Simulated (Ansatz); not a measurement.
Program: Ansatz. Geometries: PBE0-D4/def2-TZVP. ΔE: electronic, gas phase. CCSD(T)/CBS is the MP2 limit (def2-TZVPP, def2-QZVPP) plus CCSD(T) − MP2 in def2-TZVPP, frozen cores. This one scheme is used for every species. DFT in def2-TZVPP. Elements past krypton have def2 core potentials. For Sb outer-core shells are correlated without core-valence functions, which leaves a few kJ/mol of doubt a bond. One conformer a species, not always the lowest.

Consider the ligand exchange at the Sb–N bond: `C=C=[N][SbH2]` + `NC=O` → `O=C[NH][SbH2]` + `C=C=N`.

```csv
level,ΔE (kJ/mol),difference from CCSD(T)/CBS
LDA (SPW92),2.5,-3.4
BLYP-D4,9.1,3.2
r2SCAN-D4,8.8,2.9
BHLYP-D4,12.4,6.5
ωB97X-V,7.3,1.4
PBE0,11.0,5.1
BHLYP,14.1,8.2
CAM-B3LYP,10.6,4.7
HF/def2-TZVPP,18.6,12.7
SCS-MP2/def2-TZVPP,12.9,7.0
CCSD(T)/CBS,5.9,0
```

Largest T1 diagnostic among the species: 0.017.

In def2-TZVPP, CCSD(T) changes the Hartree–Fock value by −10.9 kJ/mol (the triples alone add −1.0 kJ/mol) and MP2 by −5.2 kJ/mol. Leaving LDA and LC-ωPBE aside and taking each functional with its dispersion term where it has one, the values, not all of them listed here, spread over 6.2 kJ/mol, from ωB97M-V to B2PLYP. LDA lies −6.4 kJ/mol from PBE without D4.
